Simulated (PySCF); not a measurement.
C2H6Se.

```xyz
9

C     -1.4653     0.0000    -0.8263
Se     0.0000     0.0000     0.4769
C      1.4653     0.0000    -0.8263
H     -1.4168     0.8938    -1.4449
H     -2.3942     0.0000    -0.2599
H     -1.4168    -0.8938    -1.4449
H      1.4168    -0.8938    -1.4449
H      1.4168     0.8938    -1.4449
H      2.3942     0.0000    -0.2599
```
Charge 0, spin multiplicity 1.

Geometry optimised at B3LYP-D3(BJ)/def2-TZVP.

These are PBE/pcSseg-2 in PySCF values and carry that method's errors. Non-relativistic, no solvent.

Computed absolute GIAO shielding of each atom: isotropic value and principal components (ppm):
| atom | σ(iso) | σ11 | σ22 | σ33 | span |
|---|---|---|---|---|---|
| C1 | 162.5 | 144.0 | 159.9 | 183.7 | 39.7 |
| Se2 | 1646.5 | 1418.4 | 1430.2 | 2090.9 | 672.5 |
| C3 | 162.5 | 144.0 | 159.9 | 183.7 | 39.7 |
| H4 | 29.4 | 23.8 | 27.2 | 37.2 | 13.4 |
| H5 | 29.8 | 24.6 | 26.6 | 38.1 | 13.5 |
| H6 | 29.4 | 23.8 | 27.2 | 37.2 | 13.4 |
| H7 | 29.4 | 23.8 | 27.2 | 37.2 | 13.4 |
| H8 | 29.4 | 23.8 | 27.2 | 37.2 | 13.4 |
| H9 | 29.8 | 24.6 | 26.6 | 38.1 | 13.5 |
